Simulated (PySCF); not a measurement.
Geometry:
```csv
atom,x (Å),y (Å),z (Å)
Si1,2.308,0.473,-0.241
N2,0.620,0.137,-0.087
C3,-0.400,1.130,0.206
C4,-1.699,0.413,-0.144
C5,-1.408,-1.010,0.321
C6,0.063,-1.213,-0.056
H7,2.464,1.841,-0.828
H8,2.914,-0.555,-1.144
H9,3.083,0.445,1.047
H10,-0.247,2.047,-0.387
H11,-0.411,1.433,1.274
H12,-2.584,0.859,0.333
H13,-1.852,0.436,-1.235
H14,-1.526,-1.072,1.416
H15,-2.069,-1.767,-0.124
H16,0.570,-1.870,0.674
H17,0.158,-1.702,-1.044
```

Geometry: PBE0-D3(BJ)/def2-SVP; GIAO shifts from PySCF 2.14, gas phase, non-relativistic, averaged over equivalent atoms.

At CAM-B3LYP/pcSseg-1 (164 basis functions, 25 s wall time on 1 thread of an Arm Neoverse V2, shared host):
```
          atoms  δ (ppm)
            Si1    -58.1
             N2     23.4
          C3/C6     51.1
          C4/C5     30.6
       H7/H8/H9     4.53
H10/H11/H16/H17     2.90
H12/H13/H14/H15     1.64
```

Scale: ²⁹Si (σ = 343.41 ppm) and ¹³C (σ = 182.45 ppm) and ¹H (σ = 31.33 ppm) vs TMS; NH3 for ¹⁵N (σ = 267.29 ppm) (reference shieldings calculated alike).

Question: What do these become at PBE0/pcSseg-1?

Answer: 
```tsv
atoms	δ at PBE0/pcSseg-1	change
Si1	-55.5	+2.6
N2	22.5	-0.9
C3/C6	51.6	+0.5
C4/C5	30.6	+0.0
H7/H8/H9	4.66	+0.13
H10/H11/H16/H17	2.95	+0.05
H12/H13/H14/H15	1.65	+0.01
```

Referencing at the same level of theory: ²⁹Si (σ = 351.99 ppm), ¹³C (σ = 184.41 ppm), ¹H (σ = 31.27 ppm) vs TMS; NH3 for ¹⁵N (σ = 265.67 ppm).

The largest change is at Si1 (silicon bonded to N, 3 H). Cost: 164 basis functions, 19 s wall time on 1 thread of an Arm Neoverse V2, shared host.

Experimental scales use liquid or dissolved standards, which lie at an offset from isolated NH3 (liquid NH3: subtract about 20 ppm).
